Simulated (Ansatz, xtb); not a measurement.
## Relative energy of two isomers of C4H10SSe

Structure X is `CC[Se]CSC`, a singlet and structure Y is `C[C@H](S)CC[SeH]`, a singlet. Both are isolated molecules in the gas phase, relaxed with PBE-D3(BJ)/def2-SVP; each stands in its lowest conformer found.

Quicker runs give these differences E(Y) − E(X): GFN2-xTB −47.2 kJ/mol; HF/STO-3G +29.3 kJ/mol (at GFN2-xTB geometries); r2SCAN-D4/def2-SVP −32.3 kJ/mol (at GFN2-xTB geometries).

Task: Which of the two would you expect CCSD(T)/def2-SVP + ΔMP2/def2-TZVPP electronic energies to favour?

Result: Structure Y; the calculation gives E(Y) − E(X) = −20.0 kJ/mol.

How the difference moves with the method:

| level | geometry | E(Y) − E(X) (kJ/mol) | departure from the last row (kJ/mol) | job, with rough time for the two |
| --- | --- | --- | --- | --- |
| GFN2-xTB | GFN2-xTB | −47.2 | −27.2 | optimisation, 0.19 s |
| HF/STO-3G | GFN2-xTB | +29.3 | +49.4 | single point, 0.44 s |
| r2SCAN-D4/def2-SVP | GFN2-xTB | −32.3 | −12.3 | single point, 4 s |
| PBE-D3(BJ)/def2-SVP | PBE-D3(BJ)/def2-SVP | −27.5 | −7.5 | optimisation, 34 s |
| HF/def2-SVP | PBE-D3(BJ)/def2-SVP | −36.8 | −16.8 | part of the CCSD(T) run |
| MP2/def2-SVP | PBE-D3(BJ)/def2-SVP | −43.9 | −23.9 | part of the CCSD(T) run |
| CCSD(T)/def2-SVP | PBE-D3(BJ)/def2-SVP | −46.7 | −26.7 | single point |
| CCSD(T)/def2-SVP + ΔMP2/def2-TZVPP | PBE-D3(BJ)/def2-SVP | −20.0 |  | single point, 1.7 min |

As drawn, Y has 2 C–C, 1 S–H, 1 Se–H in place of 1 C–Se, 1 C–S, 2 C–H.

HF/STO-3G puts the two in the other order. The largest departure from CCSD(T)/def2-SVP + ΔMP2/def2-TZVPP is that of HF/STO-3G, 49.4 kJ/mol. The last row adds to CCSD(T) the change of the MP2 difference between the two basis sets, here +26.7 kJ/mol, a large step that makes the value less sure.

With thermal terms from frequencies at re-optimised GFN2-xTB minima (ideal gas, soft modes damped towards free rotors, one conformer each, 298.15 K, 1 atm): the zero-point term adds −9.2 kJ/mol; ΔH is −30.6 and ΔG −27.0 kJ/mol.

The correlated steps freeze 18 core orbitals; the filled d shell of Se is correlated, in a basis made for valence electrons. Mirror images aren't counted in ΔG. Programs: Ansatz 0.2.0, xtb 6.7.1; the last row on 4 threads of Arm Neoverse V2 on a shared host.
